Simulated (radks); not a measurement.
Species: Hf II. Configuration: [Xe] 4f14 5d1 6s2 (the NIST ground configuration). Method: scalar-relativistic Kohn-Sham, BLYP, spin-polarised, spherical densities, point nucleus; open shells are filled with parallel spins first (spin-orbit coupling, left out, can overturn this in heavy ions); computed with a radial shooting solver on a logarithmic mesh with Libxc functionals.

Radial electron density D(r) = 4 pi r^2 rho(r):

```
   r/bohr * D(r) (the largest magnitude, 131, reaches the edge; | marks zero)
 0.002078 |        *
 0.002419 |         *
 0.002839 |            *
 0.003305 |               *
 0.003879 |                  *
 0.004515 |                     *
 0.005299 |                         *
 0.006169 |                             *
 0.007239 |                                 *
 0.008427 |                                    *
  0.00989 |                                      *
  0.01151 |                                        *
  0.01351 |                                        *
  0.01573 |                                       *
  0.01846 |                                      *
  0.02166 |                                    *
  0.02522 |                                   *
  0.02959 |                                     *
  0.03445 |                                        *
  0.04043 |                                              *
  0.04706 |                                                   *
  0.05523 |                                                      *
   0.0643 |                                                      *
  0.07545 |                                                 *
  0.08784 |                                            *
   0.1031 |                                         *
     0.12 |                                           *
   0.1408 |                                               *
   0.1639 |                                                 *
   0.1924 |                                             *
    0.224 |                                    *
   0.2628 |                           *
    0.306 |                        *
   0.3591 |                          *
    0.418 |                             *
   0.4905 |                           *
   0.5756 |                      *
   0.6701 |               *
   0.7864 |          *
   0.9155 |       *
    1.074 |     *
    1.251 |    *
    1.468 |  *
    1.709 | *
    2.005 |*
    2.334 |*
    2.739 |*
    3.189 *
    3.742 *
    4.357 *
    5.113 *
    5.952 *
    6.985 *
    8.131 *
    9.542 *
```

D(r) has 4 maxima, at r = 0.0129, 0.0584, 0.163, 0.435 bohr, and minima at 0.0248, 0.106, 0.308 bohr, inside which lie 1.91, 11.06, 29.79 electrons.
